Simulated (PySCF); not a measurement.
Delta-SCF ions had no search for a lower state. Excitations are Tamm–Dancoff values on a coarser integration grid. The basis has no diffuse functions, so Rydberg states are missing or too high.

Cartesian coordinates (Å):
SMILES: Bc1ccnc2ccccc12
```xyz
19

B     -2.0507     1.9144    -0.0867
C     -1.4032     0.5095    -0.0776
C     -2.2367    -0.6043    -0.1560
C     -1.6976    -1.9134    -0.1516
N     -0.4095    -2.1636    -0.0753
C      0.4553    -1.1147     0.0036
C      1.8448    -1.4063     0.0852
C      2.7688    -0.3886     0.1671
C      2.3388     0.9615     0.1706
C      0.9971     1.2746     0.0925
C      0.0136     0.2533     0.0067
H     -3.2521     1.9935    -0.1612
H     -1.4097     2.9316    -0.0228
H     -3.3192    -0.4724    -0.2219
H     -2.3683    -2.7793    -0.2139
H      2.1360    -2.4580     0.0798
H      3.8353    -0.6173     0.2297
H      3.0793     1.7623     0.2359
H      0.6783     2.3169     0.0960
```
Charge 0, spin multiplicity 1.

Question: Estimate the S1 oscillator strength, T1 excitation (TDA), S1–T1 gap (TDA), brightest of the four lowest singlets (TDA) and vertical electron affinity (Delta-SCF) that M06-2X/def2-TZVP // B3LYP-D3(BJ)/def2-SVP in PySCF returns for this input.

Answer: 
| Item | Result |
|---|---|
| S1 oscillator strength | 0.002 |
| T1 excitation (TDA) | 3.01 eV |
| S1–T1 gap (TDA) | 0.77 eV |
| brightest of the four lowest singlets (TDA) | 4.09 eV |
| vertical electron affinity (Delta-SCF) | 1.16 eV |
